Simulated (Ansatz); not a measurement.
Cartesian coordinates (Å):
```xyz
13

C      2.2006    -0.4240     0.2870
C      0.8735     0.2387     0.2277
C      0.1665     1.0736     0.9931
Si    -0.7372     0.6419    -0.5097
C     -2.1876    -0.5383    -0.5380
H      2.0892    -1.5102     0.2428
H      2.7453    -0.1663     1.1991
H      2.8086    -0.1377    -0.5748
H      0.3409     1.5583     1.9463
H     -0.8303     1.6037    -1.6338
H     -2.1170    -1.2556     0.2805
H     -3.1302     0.0054    -0.4399
H     -2.2222    -1.0896    -1.4805
```
Charge 0, spin multiplicity 1.

The numbers are results of Ansatz (a program for electronic structure) with frozen-core CCSD(T)/cc-pVTZ // B3LYP-D3(BJ)/def2-TZVP, not measurements.

- HF energy = -445.07279 Ha
- MP2 correlation energy = -0.78629 Ha

Problem. Estimate the CCSD correlation energy, the (T) correction, the total energy and the T1 diagnostic.

Solution. 
- CCSD correlation energy = -0.83388 Ha
- (T) correction = -0.03773 Ha
- CCSD(T) total energy = -445.94440 Ha
- T1 diagnostic = 0.011
